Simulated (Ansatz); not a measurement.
Program: Ansatz. Geometries: PBE0-D4/def2-TZVP. ΔE: electronic, gas phase. CBS: MP2 limit from def2 TZ/QZ plus the TZ coupled-cluster correction, frozen cores. DFT in def2-TZVPP. B3LYP here is the variant with VWN-RPA as its local correlation; programs differ in this. Each species was taken in one conformer, which may not be the lowest.

Consider the isomerisation: `O=CC([SiH3])[SiH3]` → `C1O[SiH2]C[SiH2]1`.

`O=CC([SiH3])[SiH3]`:

```xyz
13

O    -0.512   -0.505    2.208
C    -0.725    0.405    1.447
C    -0.077    0.544    0.115
Si    1.684   -0.149    0.128
Si   -1.122   -0.363   -1.180
H    -1.453    1.200    1.714
H    -0.079    1.595   -0.197
H     1.675   -1.631    0.067
H     2.399    0.308    1.345
H     2.377    0.372   -1.080
H    -1.211   -1.800   -0.829
H    -0.469   -0.201   -2.504
H    -2.487    0.224   -1.233
```

`C1O[SiH2]C[SiH2]1`:

```xyz
13

C     1.137    1.073   -0.143
O     1.540   -0.272   -0.403
Si    0.332   -1.362   -0.722
C    -1.150   -0.689    0.212
Si   -0.518    0.984    0.803
H     1.036    1.629   -1.084
H     1.929    1.559    0.433
H     0.806   -2.692   -0.268
H     0.042   -1.416   -2.182
H    -2.021   -0.583   -0.438
H    -1.428   -1.325    1.054
H    -1.424    2.117    0.469
H    -0.281    0.977    2.271
```

```csv
level,ΔE (kcal/mol),difference from CCSD(T)/CBS
revPBE-D4,-33.2,4.9
B97M-V,-36.9,1.2
r2SCANh-D4,-38.4,-0.3
BHLYP-D4,-38.1,0.0
ωB97M-V,-38.1,0.0
BLYP,-31.3,6.8
B3LYP,-34.8,3.3
r2SCANh,-38.4,-0.3
LC-ωPBE,-40.3,-2.2
HF/def2-SVP,-28.5,9.6
CCSD(T)/def2-SVP,-25.7,12.4
HF/def2-TZVPP,-33.9,4.2
MP2/def2-TZVPP,-37.8,0.3
SCS-MP2/def2-TZVPP,-35.8,2.3
MP2/def2-QZVPP,-39.2,-1.1
CCSD/CBS(def2),-38.8,-0.7
CCSD(T)/CBS,-38.1,0
```

**Question.** What do rigid-rotor, harmonic-oscillator terms from PBE0-D4/def2-TZVP frequencies (298.15 K, 1 bar) make of the CCSD(T)/CBS value? (Estimate.)

**Answer.** Ansatz gave: ΔZPE = +4.4 kcal/mol, ΔH = -34.6 kcal/mol, ΔS = -31 J/(mol·K), ΔG = -32.4 kcal/mol. Modes under 50 cm⁻¹ make the entropy rough.

Largest T1 diagnostic among the species: 0.014.

At CCSD(T), def2-SVP lies +12.4 kcal/mol from the extrapolated value and def2-TZVPP +2.2 kcal/mol. Leaving LDA and LC-ωPBE aside and taking each functional with its dispersion term where it has one, the values, not all of them listed here, spread over 8.3 kcal/mol, from PBE-QIDH to BLYP-D4. LDA lies −6.7 kcal/mol from PBE without D4. From PBE to PBE0 (25 % exact exchange), in def2-TZVPP and without D4, ΔE moves by −3.4 kcal/mol.

CCSD(T)/CBS has its own doubt, a few kJ/mol and more with outer-core shells, so smaller differences from it don't rank the levels.
